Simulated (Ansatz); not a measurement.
The cluster Ge₂S₅⁻, relaxed as a doublet with UKS B3LYP-D4/def2-SVPD in Ansatz, starting from the GFN2-xTB geometry. Force threshold 0.02 eV/Å.

Another isomer (doublet) lies 1.30 eV lower at PBE0-D4/def2-SVP; other spin states weren't run for this one.

Start:

Cartesian coordinates in Å:
```
Ge 1.1345 0.8309 1.0773
Ge -0.8722 -1.5274 0.1795
S 1.3170 -0.8029 -0.8379
S -0.8013 1.9675 0.3236
S 0.1137 -0.9184 2.1690
S -2.0790 0.4645 -0.2528
S 1.1873 -0.0142 -2.6587
```

```tsv
step	energy (eV)	largest force component (eV/Å)	SCF passes
1	-167194.2497	0.771	28
2	-167194.2902	0.267	33
3	-167194.3142	0.091	28
4	-167194.3159	0.033	31
5	-167194.3163	0.035	32
6	-167194.3164	0.008	32
```

Force components are those of the run's own axes.

End:

```xyz
7

Ge    1.1091    0.8094    1.0777
Ge   -0.8628   -1.5039    0.2019
S     1.3346   -0.8221   -0.8334
S    -0.7571    1.9905    0.2871
S     0.1235   -0.9460    2.2206
S    -2.0826    0.4355   -0.3016
S     1.1352    0.0365   -2.6524
```

By distances, no bond broke or formed. The bond that changes most is S4–S6, from 2.06 to 2.13 Å (atoms count from 1).

No frequencies were taken in this run, so the end may be a saddle point.

Run time 4.5 min (4 threads of Intel Xeon on a shared host), peak host memory 1.2 GiB.
